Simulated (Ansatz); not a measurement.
`[NH2][Ga]([F])[Cl]`. Total charge 0; spin multiplicity 1.

```xyz
6

N     0.494   -0.207    0.912
Ga   -0.264    0.136   -0.674
F     0.198   -0.818   -2.057
Cl   -1.651    1.700   -1.010
H     1.050   -1.031    1.066
H     0.173    0.220    1.763
```

Task: List the harmonic frequencies (cm⁻¹, unscaled) at PBE0-D4/def2-TZVP in Ansatz. (An estimate is asked.)

Result: The calculation gave: 134, 141, 174, 212, 369, 433, 688, 754, 772, 1552, 3624, 3736.

Task: Is this a minimum?

Result: Yes, all 12 modes are real.

Task: Give the ideal-gas thermochemistry at 298.15 K and 1 bar (rigid rotor, harmonic oscillator; point group C1, symmetry number 1).

Result: Zero-point energy 75.3 kJ/mol; H(298) − E = 94.1 kJ/mol; entropy 335.8 J/(mol·K), of which translation 170.5, rotation 111.6, vibration 53.7; G(298) − E = -6.0 kJ/mol.

Task: Rotational constants (cm⁻¹)?

Result: 0.1994, 0.09591, 0.06479.
